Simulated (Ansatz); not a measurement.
Born–Oppenheimer molecular dynamics of CH8O2Si2 (13 atoms, charge 0, multiplicity 1). It starts from a rough guess of a transition structure, not a stationary point.

All numbers below come from UKS BLYP-D4/STO-3G (Ansatz 0.2.0).

- ensemble: NVE (velocity Verlet)
- time step: 0.5 fs
- steps asked: 150
- starting velocities drawn for: 600 K
- seed: 501533

First frame:

```xyz
13
Properties=species:S:1:pos:R:3
Si -0.896 0.608 0.298
O 0.987 -0.203 0.558
C 1.252 -1.414 1.186
O -0.226 1.653 1.259
H 0.779 0.862 1.234
H -1.766 -0.403 0.910
Si -0.991 0.969 -1.968
H 0.982 -2.239 0.521
H 0.687 -1.517 2.120
H 2.321 -1.481 1.409
H -0.850 -0.275 -2.736
H 0.023 1.897 -2.475
H -2.301 1.542 -2.317
```

Q: How far do the bonds stretch over the last three quarters of this one trajectory? (Pairs bonded in most of those frames.)

A: 
```
   bond  mean (Å)  spread (Å)  shortest  longest
 Si1–O2     1.780       0.109      1.63     1.94
 Si1–O4     1.835       0.134      1.60     1.99
 Si1–H6     1.475       0.017      1.45     1.51
Si1–Si7     2.330       0.137      2.11     2.46
  O2–C3     1.498       0.104      1.31     1.65
  C3–H8     1.124       0.028      1.06     1.18
  C3–H9     1.142       0.076      1.02     1.26
 C3–H10     1.122       0.034      1.05     1.18
  O4–H5     1.061       0.051      0.97     1.15
Si7–H11     1.459       0.021      1.43     1.49
Si7–H12     1.460       0.022      1.43     1.49
Si7–H13     1.456       0.031      1.41     1.51
```

Mean temperature of the second half: 1146 K. The conserved energy stayed within 0.52 meV per atom of its start (net change 0.13 meV per atom), so the integration is sound. The kinetic energy rose, since the run started high on the potential surface and went downhill. A run of 0.075 ps of so small a system gives no equilibrium averages. The orbitals were unrestricted but ended closed-shell. Limits of this set-up: minimal basis.

Time of the run: 9.9 min on 1 thread of Arm Neoverse V1 (shared host), peak memory 0.12 GiB.
